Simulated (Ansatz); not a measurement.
A structure relaxed at PBE0-D4/def2-SVP in Ansatz, charge 0, singlet:

Cartesian coordinates in Å:
```
Sr 1.6667 0.3133 -0.2816
Sr -0.2002 -0.1980 3.2832
Sr -1.6255 -0.2187 -0.5088
O 0.0166 0.6996 -1.8651
O 0.2471 -0.7703 -1.7552
O -0.1047 0.1741 1.1274
```

**Question.** Give its formula and point group.

**Answer.** Sr₃O₃. Point group Cs (tolerance 0.1 Å).

**Question.** Summarise the bond lengths by kind (pairs closer than 1.2 times the sum of covalent radii, bridged metal pairs left out).

**Answer.** 7 × O–Sr 2.19 to 2.32 Å; 1 × O–O 1.49 Å.

In the def2 sets Sr takes a core potential; there is no spin–orbit coupling. The structure holds 1 bond(s) between oxygen atoms. The restricted singlet is unstable towards broken spin symmetry in Hartree–Fock (as tested in another run); at PBE0-D4/def2-SVP this wasn't settled. Another isomer (singlet) lies 2.07 eV lower at PBE0-D4/def2-TZVP; other spin states weren't run for this one.
